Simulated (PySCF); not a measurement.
Species: C2H7NSi.
Geometry (PBE0-D3(BJ)/def2-SVP, Å), atoms numbered from 1 in this order:
```
atom  x, y, z in Å
C1     2.1386    0.3533    0.3729
N2     1.0980    0.6145   -0.2896
Si3   -0.2772   -0.4686   -0.4786
C4    -1.8097    0.3981    0.1520
H5     2.9595    1.0923    0.4478
H6     2.3195   -0.6024    0.9143
H7    -0.4033   -0.7604   -1.9376
H8    -0.0572   -1.7630    0.2573
H9    -1.7451    0.5690    1.2374
H10   -2.7092   -0.2041   -0.0489
H11   -1.9256    1.3732   -0.3446
```

The computed photoelectron lines, unassigned: C 1s: 290.25 (area 1), 292.05 (area 1) eV; N 1s: 404.40 eV; Si 1s: 1846.56 eV; Si 2p3/2: 106.75 eV.

Computed with PySCF, delta-SCF UKS SCAN, pcX-2 on the ionised atom, pcseg-1 elsewhere, spin-free X2C. Geometry: PBE0-D3(BJ)/def2-SVP, one conformer, isolated molecule.

Task: Order the carbon atoms by C 1s binding energy.

Result: 290.25 eV: C4 (Si-methyl carbon); 292.05 eV: C1 (C=N carbon). Lowest listed C 1s: C4, bonded to 3 H and Si. Highest, 1.80 eV above it: C1, bonded to N (double bond) and 2 H.

Bonded neighbours of each site: C1: N (double bond) and 2 H; N2: C (double bond) and Si; Si3: N, C and 2 H; C4: 3 H and Si.

Task: Which photon energy gives electrons from Si 2p3/2 of Si3 a kinetic energy of 150 eV, and what is their de Broglie wavelength?

Result: hν = 106.75 + 150 = 256.75 eV, recoil neglected; λ = 12.264 Å/√(E/eV) = 1.00 Å.

The 2p values aren't plain energy differences: one relaxed spin-free 2p hole is combined with a matrix within the shell (ground-state 2p orbital-energy differences and spin–orbit coupling). 2p3/2, the mean of its two sublevels, lies a third of the splitting below the shell's mean and 2p1/2 two thirds above it; the statistical areas are 2:1. 2p1/2 minus 2p3/2 (ligand field included): Si 0.62 eV.
